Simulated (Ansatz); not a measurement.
Complex (SMILES): F (HF) with [H][H] (H2), atoms 1 to 2 the first; geometry from B3LYP-D3(BJ)/def2-TZVP, monomers rigid:
```xyz
4

F     -0.0503     0.0090    -0.4113
H     -0.1533    -0.6305     0.2513
H     -0.6250    -2.1461     1.4219
H     -0.1185    -1.7955     1.8432
```

Interaction energy at PBE with Ansatz (a program for electronic structure), kcal/mol, without and with the counterpoise correction (monomers among the partner's ghost functions). Cartesian d functions, on some or all atoms, in 6-31G**; all else is spherical. The program fits the integrals of some runs and decomposes those of others, by size. No added dispersion term, no relativity. Reference, counterpoise-corrected: the value in aug-cc-pV5Z, -1.44.

```
basis              functions  uncorrected  counterpoise  counterpoise correction  mean of both
-----------------  ---------  -----------  ------------  -----------------------  ------------
3-21G                     15        -0.82         -0.13                     0.69         -0.48
cc-pVDZ                   29        -1.81         -1.00                     0.80         -1.40
6-31G**                   30        -0.97         -0.67                     0.30         -0.82
aug-pcseg-1               50        -1.60         -1.37                     0.24         -1.49
6-311++G(2d,2p)           57        -1.50         -1.40                     0.10         -1.45
def2-TZVPPD               91        -1.44         -1.42                     0.02         -1.43
6-311++G(3df,3pd)         93        -1.54         -1.40                     0.13         -1.47
aug-cc-pVTZ              115        -1.45         -1.43                     0.02         -1.44
def2-QZVPP               147        -1.50         -1.39                     0.11         -1.44
aug-cc-pVQZ              218        -1.44         -1.43                     0.01         -1.44
aug-pcseg-3              232        -1.44         -1.43                     0.00         -1.44
aug-cc-pV5Z              367        -1.44         -1.44                     0.01         -1.44
```

The corrected value lies nearer the reference in 7 of 12 rows.
